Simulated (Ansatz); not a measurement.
`CCCSSCCC`. Total charge 0; spin multiplicity 1. The structure was optimised at the PBE0-D4/def2-TZVP level. It is one conformer, not always the lowest.

```xyz
22

C    -2.129    3.054    1.479
C    -1.167    1.944    1.868
C    -1.354    0.708    1.007
S    -0.175   -0.571    1.531
S    -0.639   -2.147    0.342
C     0.350   -1.865   -1.152
C     1.846   -1.976   -0.942
C     2.624   -1.711   -2.220
H    -3.168    2.733    1.589
H    -1.983    3.357    0.439
H    -1.985    3.937    2.106
H    -0.134    2.297    1.777
H    -1.311    1.677    2.920
H    -1.181    0.941   -0.046
H    -2.364    0.306    1.109
H    -0.009   -2.631   -1.849
H     0.078   -0.894   -1.575
H     2.144   -1.263   -0.168
H     2.078   -2.973   -0.554
H     2.355   -2.423   -3.006
H     2.425   -0.706   -2.603
H     3.699   -1.795   -2.051
```

**Question.** What is the dipole moment at B3LYP/def2-TZVPP? (Estimate.)

**Answer.** The calculation gave: 2.04 D, with components (-0.01, 1.48, -1.41) D in this frame, pointing from negative to positive charge.

**Question.** And with PBE, r2SCAN, ωB97M-V? (Best estimate.)

**Answer.** Ansatz gave: PBE 2.04 D, r2SCAN 2.16 D, ωB97M-V 2.05 D.

**Question.** Give the Mulliken charges with B3LYP, ωB97M-V, r2SCAN in def2-TZVPP. (An estimate is asked.)

**Answer.** The calculation gave: 
```json
{"atom": "C1", "B3LYP": "-0.26", "ωB97M-V": "-0.32", "r2SCAN": "-0.15"}
{"atom": "C2", "B3LYP": "-0.10", "ωB97M-V": "-0.17", "r2SCAN": "-0.01"}
{"atom": "C3", "B3LYP": "-0.11", "ωB97M-V": "-0.20", "r2SCAN": "-0.03"}
{"atom": "S4", "B3LYP": "-0.09", "ωB97M-V": "-0.06", "r2SCAN": "-0.12"}
{"atom": "S5", "B3LYP": "-0.10", "ωB97M-V": "-0.06", "r2SCAN": "-0.12"}
{"atom": "C6", "B3LYP": "-0.11", "ωB97M-V": "-0.23", "r2SCAN": "-0.02"}
{"atom": "C7", "B3LYP": "-0.07", "ωB97M-V": "-0.13", "r2SCAN": "0.00"}
{"atom": "C8", "B3LYP": "-0.25", "ωB97M-V": "-0.31", "r2SCAN": "-0.15"}
{"atom": "H9", "B3LYP": "0.08", "ωB97M-V": "0.10", "r2SCAN": "0.04"}
{"atom": "H10", "B3LYP": "0.08", "ωB97M-V": "0.10", "r2SCAN": "0.04"}
{"atom": "H11", "B3LYP": "0.09", "ωB97M-V": "0.11", "r2SCAN": "0.05"}
{"atom": "H12", "B3LYP": "0.07", "ωB97M-V": "0.10", "r2SCAN": "0.03"}
{"atom": "H13", "B3LYP": "0.07", "ωB97M-V": "0.10", "r2SCAN": "0.03"}
{"atom": "H14", "B3LYP": "0.09", "ωB97M-V": "0.11", "r2SCAN": "0.05"}
{"atom": "H15", "B3LYP": "0.09", "ωB97M-V": "0.13", "r2SCAN": "0.06"}
{"atom": "H16", "B3LYP": "0.09", "ωB97M-V": "0.13", "r2SCAN": "0.06"}
{"atom": "H17", "B3LYP": "0.09", "ωB97M-V": "0.12", "r2SCAN": "0.05"}
{"atom": "H18", "B3LYP": "0.06", "ωB97M-V": "0.09", "r2SCAN": "0.03"}
{"atom": "H19", "B3LYP": "0.06", "ωB97M-V": "0.09", "r2SCAN": "0.02"}
{"atom": "H20", "B3LYP": "0.07", "ωB97M-V": "0.10", "r2SCAN": "0.04"}
{"atom": "H21", "B3LYP": "0.07", "ωB97M-V": "0.10", "r2SCAN": "0.04"}
{"atom": "H22", "B3LYP": "0.09", "ωB97M-V": "0.11", "r2SCAN": "0.05"}
```

B3LYP here is the variant with VWN-RPA as its local correlation; programs differ in this.
